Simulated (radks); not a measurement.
The lutetium ion Lu2+, 69 electrons, occupied as [Xe] 4f14 6s1. Calculated with a radial shooting solver on a logarithmic mesh with Libxc functionals: non-relativistic Kohn-Sham, exchange-only LDA, spin-polarised, spherical densities, point nucleus; open shells are filled with parallel spins first (spin-orbit coupling, left out, can overturn this in heavy ions); relativity is left out, which matters for an element this heavy. Some entries of the table are withheld. Estimate them.

orbital,occ.,eigenvalue (eV),<1/r> (bohr^-1)
1s up,1,-58434.20,70.41
1s down,1,-58434.18,70.41
2s up,1,-9522.522,16.47
2s down,1,-9522.514,16.47
2p up,3,-9112.671,16.51
2p down,3,-9112.664,16.51
3s up,1,-2150.475,6.299
3s down,1,-2150.472,6.299
3p up,3,-1962.057,6.250
3p down,3,-1962.053,6.250
3d up,5,-1609.764,6.169
3d down,5,-1609.759,6.169
4s up,1,-426.0209,2.700
4s down,1,-426.0117,2.700
4p up,3,-348.9529,2.606
4p down,3,-348.9424,2.606
4d up,5,-209.1764,2.400
4d down,5,-209.1628,2.400
5s up,1,-66.6774,1.026
5s down,1,-66.5677,1.028
5p up,3,(1),0.9054
5p down,3,(2),0.9101
4f up,7,-31.1226,1.881
4f down,7,-31.0884,1.883
6s up,1,-16.3668,0.3829
6s down,0,-14.3272,0.3914

Answer. 
(1) 5p up eigenvalue (eV): -45.8569
(2) 5p down eigenvalue (eV): -45.6610
